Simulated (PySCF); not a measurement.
# Trend along the alkali metals: MS molecules

MP2 with triple-zeta basis sets in PySCF, for the lowest determinant that a PBE0 search found; no spin–orbit coupling. De refers to high-spin ground-configuration atoms.

| M | basis | reference, frozen orbitals | state (unpaired electrons) | Re (Å) | ωe (cm⁻¹) | De (eV) |
| --- | --- | --- | --- | --- | --- | --- |
| Li | x2c-TZVPPall | UHF, 5 | doublet (π ↑) | 2.158 | 586 | 2.95 |
| Na | def2-TZVPP | UHF, 6 | doublet (π ↑) | 2.486 | 333 | 2.41 |
| K | x2c-TZVPPall | UHF, 10 | doublet (π ↑) | 2.846 | 258 | 2.40 |
| Rb | x2c-TZVPPall | UHF, 14 | doublet (π ↑) | 2.925 | 222 | 2.51 |

Problem. By what factor does the well depth vary along the series?

Solution. At MP2 it runs from 2.40 eV (KS) to 2.95 eV (LiS), a factor of 1.23.

The rows differ in basis set, which adds steps of its own.

Down a group the atoms grow and get heavier, so bonds lengthen and wavenumbers fall; this series shows no clear exception.

Correlated steps freeze the inner cores (5 to 14 orbitals); shallow outer-core shells are correlated. Spin–orbit coupling is left out. States were picked by a PBE0 search and need not be the measured ground states.
